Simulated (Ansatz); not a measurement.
`FBO[SiH3]` + `SS` → `[SiH3]SS` + `OBF`  (ligand exchange at the Si–O bond)

Computed with Ansatz on PBE0-D4/def2-TZVP structures; ΔE is electronic, products minus reactants. CCSD(T)/CBS is the MP2 limit (def2-TZVPP, def2-QZVPP) plus CCSD(T) − MP2 in def2-TZVPP, frozen cores. This one scheme is used for every species. Functionals use def2-TZVPP. One conformer a species, not always the lowest.

CCSD(T)/CBS gives +27.2 kJ/mol.

Task: Another level gave +40.2 kJ/mol. Which?
A. CCSD/def2-TZVPP
B. r2SCAN/def2-TZVPP
C. CCSD(T)/def2-TZVPP
D. BHLYP/def2-TZVPP

Result: D. BHLYP 40.2, r2SCAN 24.7, CCSD/def2-TZVPP 33.6, CCSD(T)/def2-TZVPP 29.4 kJ/mol.

Largest T1 diagnostic among the species: 0.013.

From BLYP to BHLYP (50 % exact exchange), in def2-TZVPP and without D4, ΔE moves by +9.2 kJ/mol. The D4 term adds −5.1 kJ/mol with B3LYP and −2.6 kJ/mol with PBE0; it sums over pairs of atoms, weighted by their polarisabilities, and B3LYP, whose exchange is more repulsive, gets the larger term. In def2-TZVPP, CCSD(T) changes the Hartree–Fock value by −20.7 kJ/mol (the triples alone add −4.3 kJ/mol) and MP2 by −23.8 kJ/mol.

B3LYP here is the variant with VWN-RPA as its local correlation; programs differ in this.
